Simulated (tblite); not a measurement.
C6H11ClSi.
Atom-mapped SMILES: `[Cl:1][SiH2:2]/[CH:3]=[CH:4]/[CH2:5][CH:6]1[CH2:7][CH2:8]1` (hydrogens: H9, H10 on Si2; H11 on C3; H12 on C4; H13, H14 on C5; H15 on C6; H16, H17 on C7; H18, H19 on C8)

Computed with GFN2-xTB (tblite), gas phase: L-BFGS steps from a force-field or distance-geometry start until the largest atomic force falls under 0.01 eV/Å.

Step 13: E = -672.8418 eV
```
atom  x, y, z in Å  |  force x, y, z in eV/Å
Cl1     3.2820    2.1578    0.5679   -0.007   0.060   0.016
Si2     3.4155    0.1420    0.5483    0.042   0.021   0.035
C3      1.9186   -0.5517   -0.3408    0.014  -0.065  -0.024
C4      0.7498    0.0711   -0.4287    0.086   0.003  -0.041
C5     -0.5084   -0.4889   -1.0071    0.065   0.100  -0.105
C6     -1.5314   -0.5577    0.1083    0.012   0.035  -0.016
C7     -1.9655    0.7404    0.7226    0.048   0.041   0.040
C8     -2.9281   -0.0574   -0.0924   -0.034  -0.100  -0.057
H9      3.4496   -0.2864    1.9528    0.040  -0.013  -0.123
H10     4.6388   -0.2006   -0.1749    0.016  -0.029   0.044
H11     2.0083   -1.5389   -0.7787   -0.023  -0.033   0.052
H12     0.6410    1.0647   -0.0148    0.050   0.006   0.022
H13    -0.8720    0.1778   -1.7916   -0.028   0.063  -0.034
H14    -0.3292   -1.4671   -1.4554   -0.035  -0.069   0.073
H15    -1.3813   -1.4070    0.7588   -0.060  -0.025   0.131
H16    -2.1068    0.8193    1.7878   -0.013  -0.076   0.053
H17    -1.5687    1.6370    0.2769   -0.030   0.133   0.007
H18    -3.7294   -0.5630    0.4209   -0.069  -0.047  -0.020
H19    -3.1930    0.3178   -1.0674   -0.073  -0.004  -0.055
```

Step 14: E = -672.8461 eV
```
atom  x, y, z in Å  |  force x, y, z in eV/Å
Cl1     3.2838    2.1553    0.5690   -0.014   0.069   0.011
Si2     3.4166    0.1400    0.5457    0.072   0.056   0.095
C3      1.9220   -0.5557   -0.3401    0.001  -0.056  -0.039
C4      0.7538    0.0667   -0.4288    0.048   0.059  -0.095
C5     -0.5067   -0.4852   -1.0080    0.014   0.040  -0.083
C6     -1.5317   -0.5525    0.1061    0.021   0.045   0.035
C7     -1.9718    0.7428    0.7243    0.047   0.024   0.025
C8     -2.9301   -0.0600   -0.0942   -0.026  -0.033  -0.029
H9      3.4573   -0.2861    1.9500    0.028  -0.023  -0.108
H10     4.6426   -0.1978   -0.1699    0.048  -0.045   0.006
H11     2.0130   -1.5402   -0.7780   -0.022  -0.114   0.034
H12     0.6509    1.0632   -0.0245    0.028   0.054   0.069
H13    -0.8716    0.1774   -1.7960    0.004   0.071  -0.011
H14    -0.3357   -1.4674   -1.4491   -0.011  -0.083   0.040
H15    -1.3836   -1.4010    0.7591   -0.042  -0.020   0.113
H16    -2.1155    0.8152    1.7908    0.001  -0.070   0.012
H17    -1.5784    1.6444    0.2824   -0.050   0.087   0.024
H18    -3.7279   -0.5706    0.4202   -0.067  -0.040  -0.040
H19    -3.1969    0.3209   -1.0665   -0.079  -0.021  -0.058
```

Step 15: E = -672.8500 eV
```
atom  x, y, z in Å  |  force x, y, z in eV/Å
Cl1     3.2853    2.1545    0.5703   -0.019   0.067   0.007
Si2     3.4186    0.1391    0.5443    0.072   0.076   0.082
C3      1.9254   -0.5603   -0.3399    0.001  -0.029  -0.040
C4      0.7586    0.0638   -0.4307    0.013   0.094  -0.127
C5     -0.5049   -0.4812   -1.0101   -0.033  -0.027  -0.027
C6     -1.5314   -0.5471    0.1047    0.025   0.041   0.066
C7     -1.9773    0.7454    0.7260    0.016   0.001  -0.004
C8     -2.9324   -0.0629   -0.0964   -0.007   0.040   0.007
H9      3.4653   -0.2865    1.9455    0.018  -0.039  -0.054
H10     4.6471   -0.1961   -0.1649    0.070  -0.052  -0.024
H11     2.0171   -1.5437   -0.7766   -0.021  -0.159   0.024
H12     0.6611    1.0627   -0.0324    0.013   0.071   0.088
H13    -0.8712    0.1784   -1.8006    0.033   0.062   0.012
H14    -0.3422   -1.4691   -1.4423    0.009  -0.061   0.007
H15    -1.3866   -1.3953    0.7615   -0.020   0.012   0.067
H16    -2.1236    0.8098    1.7939    0.013  -0.056  -0.032
H17    -1.5886    1.6532    0.2881   -0.072   0.026   0.046
H18    -3.7278   -0.5787    0.4187   -0.042  -0.020  -0.065
H19    -3.2022    0.3233   -1.0667   -0.069  -0.045  -0.034
```

Step 16: E = -672.8539 eV
```
atom  x, y, z in Å  |  force x, y, z in eV/Å
Cl1     3.2862    2.1552    0.5718   -0.021   0.057   0.003
Si2     3.4218    0.1398    0.5437    0.047   0.068   0.012
C3      1.9286   -0.5654   -0.3404    0.007   0.005  -0.035
C4      0.7637    0.0626   -0.4348   -0.003   0.097  -0.125
C5     -0.5037   -0.4778   -1.0125   -0.052  -0.071   0.039
C6     -1.5307   -0.5412    0.1044    0.018   0.024   0.064
C7     -1.9825    0.7481    0.7275   -0.028  -0.017  -0.028
C8     -2.9348   -0.0650   -0.0985    0.012   0.088   0.035
H9      3.4735   -0.2879    1.9400    0.009  -0.055   0.020
H10     4.6528   -0.1956   -0.1603    0.074  -0.048  -0.042
H11     2.0205   -1.5501   -0.7745   -0.025  -0.148   0.032
H12     0.6715    1.0635   -0.0382    0.001   0.053   0.077
H13    -0.8704    0.1807   -1.8048    0.052   0.034   0.036
H14    -0.3483   -1.4718   -1.4354    0.023  -0.017  -0.020
H15    -1.3901   -1.3893    0.7652    0.005   0.050   0.014
H16    -2.1310    0.8031    1.7965    0.021  -0.034  -0.058
H17    -1.5999    1.6624    0.2945   -0.084  -0.027   0.061
H18    -3.7284   -0.5869    0.4159   -0.009   0.006  -0.084
H19    -3.2085    0.3246   -1.0677   -0.046  -0.066   0.001
```

Q: Estimate the geometry and energy of step 17. (The exact step hangs on the optimiser's Hessian estimate; all steps are aligned on step 16, rigid shifts and turns removed.)

A: E = -672.8573 eV, largest force 0.113 eV/Å
```
atom  x, y, z in Å  |  force x, y, z in eV/Å
Cl1     3.2866    2.1574    0.5733   -0.020   0.039   0.000
Si2     3.4255    0.1419    0.5431    0.014   0.032  -0.066
C3      1.9313   -0.5699   -0.3416    0.012   0.032  -0.033
C4      0.7685    0.0634   -0.4407   -0.001   0.064  -0.083
C5     -0.5034   -0.4756   -1.0140   -0.034  -0.070   0.082
C6     -1.5299   -0.5355    0.1051    0.002   0.002   0.030
C7     -1.9874    0.7504    0.7286   -0.061  -0.019  -0.031
C8     -2.9370   -0.0654   -0.1000    0.019   0.089   0.040
H9      3.4808   -0.2903    1.9353    0.003  -0.060   0.070
H10     4.6590   -0.1963   -0.1568    0.058  -0.034  -0.046
H11     2.0228   -1.5584   -0.7716   -0.033  -0.085   0.054
H12     0.6807    1.0652   -0.0416   -0.007   0.013   0.038
H13    -0.8688    0.1834   -1.8077    0.055  -0.002   0.054
H14    -0.3532   -1.4746   -1.4297    0.030   0.029  -0.036
H15    -1.3931   -1.3831    0.7693    0.027   0.072  -0.021
H16    -2.1367    0.7962    1.7976    0.019  -0.011  -0.050
H17    -1.6113    1.6703    0.3011   -0.079  -0.046   0.057
H18    -3.7291   -0.5939    0.4117    0.014   0.026  -0.084
H19    -3.2150    0.3242   -1.0688   -0.017  -0.071   0.024
```

The energy changes by -0.0034 eV. The first-order estimate −F·Δx gives -0.0048 eV and the mean of the old and new forces, exact on a quadratic surface, -0.0034 eV. The step makes an angle of 68° with the force vector and moves no atom by more than 0.015 Å.

What follows is the cost of the whole relaxation. The run took 2.0 s wall on one thread of an Intel Xeon at 2.70 GHz, on a shared host.
